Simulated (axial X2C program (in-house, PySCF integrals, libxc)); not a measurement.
CuBr: properties at the nuclei

Calculated with an in-house all-electron X2C program for linear molecules (integrals from PySCF): two-component X2C with atomic mean-field Coulomb and Gaunt terms, Gaussian nuclei, basis Br dyall-cv3z, Cu dyall-cv3z with contracted cores.

R = 2.179 Å (near the PBE0 minimum at charge 0 of the determinant lowest at the starting distance; the state shown can have its own minimum elsewhere).

Determinant lowest in the PBE0 search, Ω = 0 (closed shell), highest spinor 72% Br p, 22% Cu d, 5% Cu p:

```tsv
level	qzz Br (a.u.)	qzz Cu (a.u.)	μ (D)
PBE0	4.14	0.18	4.66
HF	2.44	-0.71	6.18
B3LYP	4.46	0.35	4.35
r2SCAN	4.43	0.36	4.30
BP86	4.91	0.68	3.84
```

qzz is the electric field gradient, eQq0 = 234.96 MHz × Q/barn × qzz; μ is positive if the Cu end (last atom) is positive. The operators were transformed with the bare-nucleus X2C matrices; with these basis sets, hyperfine constants and field gradients can be off by tens of per cent, and where levels differ in sign neither size nor sign is settled.

Each state is one determinant with collinear spin. The search compared states at one distance, so a state with another bond length can lie lower. Further determinants of the search, some of them spin-mixed, are not shown. Where a field gradient or hyperfine factor spreads by more than a factor of two over the levels, a constant derived from it is not to be relied on.
